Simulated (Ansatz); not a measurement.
`C=C[SiH2][S][AlH2]`, charge 0, multiplicity 1.

Q: Give a relaxed structure at PBE0-D4/def2-TZVP (Ansatz). (An estimate is asked.)

A: Ansatz gave: 
Z-matrix (Å, degrees):
```
Si
C 1 1.860
S 1 2.139 2 111.5
H 1 1.487 2 109.3 3 -122.9
H 1 1.486 2 110.3 3 118.3
C 2 1.329 1 124.7 3 -6.0
H 2 1.090 1 117.1 3 174.3
Al 3 2.182 1 98.0 2 -75.0
H 6 1.086 2 122.1 1 -179.7
H 6 1.087 2 121.5 1 -0.4
H 8 1.579 3 116.5 1 175.5
H 8 1.580 3 119.3 1 -5.0
```
This is one stationary point; other conformers may exist.
